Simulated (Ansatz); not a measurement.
CdFHS, SMILES `[F][Cd][SH]`, 4 atoms. The species carries charge 0 and has multiplicity 1. Correlated methods include outer-core shells of Cd, which these sets cover unevenly. Cd: def2 effective core potential. All runs use 4 threads of an Arm Neoverse V2 on a shared host. Correlated methods freeze the cores. Open-shell runs search over several starts.

Question: How many basis functions does each run have, and how long does it take in Ansatz? RKS PBE0-D4/def2-TZVPP energy; UKS PBE0-D4/def2-TZVPP energy of the cation; UHF-MP2/def2-QZVPP energy of the cation; RHF-CCSD(T)/def2-TZVPP energy; UKS PBE-D4/def2-TZVPP energy of the cation; RKS PBE0-D4/def2-QZVPP energy; RKS PBE0-D4/def2-SVP energy; UKS B2PLYP (frozen core)/def2-TZVPP energy of the cation; UKS B3LYP-D4/def2-TZVPP energy of the cation; RHF-MP2/def2-QZVPP energy; UKS ωB97X-V/def2-TZVPP energy of the cation; RKS ωB97M-V/def2-QZVPP energy. (Estimate.)

Answer: The calculation gave: Other jobs shared the machine, so times are rough.

```
                              level                   job  functions  wall time  peak host memory (GiB)
               RKS PBE0-D4/def2-SVP                energy         68      0.7 s                    0.12
             RKS PBE0-D4/def2-TZVPP                energy        143        1 s                    0.27
             UKS PBE0-D4/def2-TZVPP  energy of the cation        143        2 s                    0.35
             RKS PBE0-D4/def2-QZVPP                energy        245      2.3 s                    0.54
UKS B2PLYP (frozen core)/def2-TZVPP  energy of the cation        143      3.1 s                    0.31
                 RHF-MP2/def2-QZVPP                energy        245      3.4 s                    0.61
             UKS ωB97X-V/def2-TZVPP  energy of the cation        143      4.9 s                    0.45
            UKS B3LYP-D4/def2-TZVPP  energy of the cation        143        6 s                    0.39
             RKS ωB97M-V/def2-QZVPP                energy        245      6.5 s                    0.66
                 UHF-MP2/def2-QZVPP  energy of the cation        245        7 s                    0.67
              UKS PBE-D4/def2-TZVPP  energy of the cation        143        8 s                    0.31
             RHF-CCSD(T)/def2-TZVPP                energy        143        9 s                    0.74
```

B3LYP here is the variant with VWN-RPA as its local correlation; programs differ in this.
